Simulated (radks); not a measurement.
Q: These are the eigenvalues of the occupied orbitals of an atom or ion with whole-number occupations (eV). Calculated with a radial shooting solver on a logarithmic mesh with Libxc functionals: scalar-relativistic Kohn-Sham, r2SCAN, spin-polarised, spherical densities, finite nucleus; meta-GGA in the generalised Kohn-Sham scheme; Fermi nuclear charge, rms radius of each element as measured or else 0.836 A^(1/3) + 0.57 fm.

1s: -134.5460

Which element is it, and in what charge state? The configuration may be excited. Open shells, if any, are filled with parallel spins first.

A: Z = 4, beryllium, charge +2: Be2+ in [He]. The 1s level, -4.9445 hartree, gives Z - s = 3.1 by -(Z - s)^2/2, which with screening and relativity narrows Z to a few neighbours, and with so few levels the electron count can be read from the list.
